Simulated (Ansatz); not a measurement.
Start from `[CH3][AlH][O][SiH2]C` and change one atom or group to get `C[SiH2]O[SiH2]N`.

Ansatz, PBE0-D4/def2-TZVP geometries, multiplicity 1. Each molecule was computed in one conformer, which needn't be the lowest.

```tsv
property	`[CH3][AlH][O][SiH2]C`
LUMO energy (PBE0/def2-TZVPP) / eV	-0.63
LUMO energy (PBE/def2-TZVPP) / eV	-1.41
size of the dipole moment (ωB97M-V/def2-TZVPP) / D	1.49
size of the dipole moment (PBE/def2-TZVPP) / D	1.54
HOMO energy (B3LYP/def2-TZVPP) / eV	-7.63
LUMO energy (B3LYP/def2-TZVPP) / eV	-0.86
```

Question: Give the same properties after the change, and the shifts. (Estimate.)

Answer: Computed: 
| property | `C[SiH2]O[SiH2]N` | shift |
| --- | --- | --- |
| LUMO energy (PBE0/def2-TZVPP) / eV | 0.55 | 1.18 |
| LUMO energy (PBE/def2-TZVPP) / eV | -0.28 | 1.13 |
| size of the dipole moment (ωB97M-V/def2-TZVPP) / D | 1.14 | -0.35 |
| size of the dipole moment (PBE/def2-TZVPP) / D | 1.12 | -0.42 |
| HOMO energy (B3LYP/def2-TZVPP) / eV | -7.46 | 0.17 |
| LUMO energy (B3LYP/def2-TZVPP) / eV | 0.27 | 1.13 |

With PBE0 the HOMO rises by 0.11 eV and the LUMO rises by 1.18 eV, so the gap widens by about 1.07 eV. PBE moves the HOMO by 0.26 eV and ωB97M-V by -0.08 eV. Dipoles are sizes alone; their direction can turn.

B3LYP here is the variant with VWN-RPA as its local correlation; programs differ in this.
